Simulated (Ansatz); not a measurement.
Start from `O=CC[SiH2]O` and change one atom or group to get `BCC=O`.

Ansatz, PBE0-D4/def2-TZVP geometries, multiplicity 1. Each molecule was computed in one conformer, which needn't be the lowest.

```json
{"property": "HOMO–LUMO gap (B3LYP/def2-TZVPP) / eV", "`O=CC[SiH2]O`": "6.10"}
{"property": "size of the dipole moment (ωB97M-V/def2-TZVPP) / D", "`O=CC[SiH2]O`": "2.85"}
{"property": "HOMO–LUMO gap (PBE0/def2-TZVPP) / eV", "`O=CC[SiH2]O`": "6.60"}
{"property": "LUMO energy (B3LYP/def2-TZVPP) / eV", "`O=CC[SiH2]O`": "-1.46"}
{"property": "HOMO energy (PBE0/def2-TZVPP) / eV", "`O=CC[SiH2]O`": "-7.79"}
{"property": "LUMO energy (PBE/def2-TZVPP) / eV", "`O=CC[SiH2]O`": "-2.30"}
```

Question: What does the change do to each property? (Estimate.)

Answer: Computed: 
| property | `BCC=O` | shift |
| --- | --- | --- |
| HOMO–LUMO gap (B3LYP/def2-TZVPP) / eV | 5.25 | -0.85 |
| size of the dipole moment (ωB97M-V/def2-TZVPP) / D | 2.70 | -0.15 |
| HOMO–LUMO gap (PBE0/def2-TZVPP) / eV | 5.72 | -0.88 |
| LUMO energy (B3LYP/def2-TZVPP) / eV | -2.02 | -0.56 |
| HOMO energy (PBE0/def2-TZVPP) / eV | -7.49 | 0.30 |
| LUMO energy (PBE/def2-TZVPP) / eV | -2.80 | -0.50 |

With PBE0 the HOMO rises by 0.30 eV and the LUMO falls by 0.58 eV, so the gap narrows by about 0.88 eV. PBE moves the HOMO by 0.25 eV and ωB97M-V by 0.29 eV. Dipoles are sizes alone; their direction can turn.

B3LYP here is the variant with VWN-RPA as its local correlation; programs differ in this.
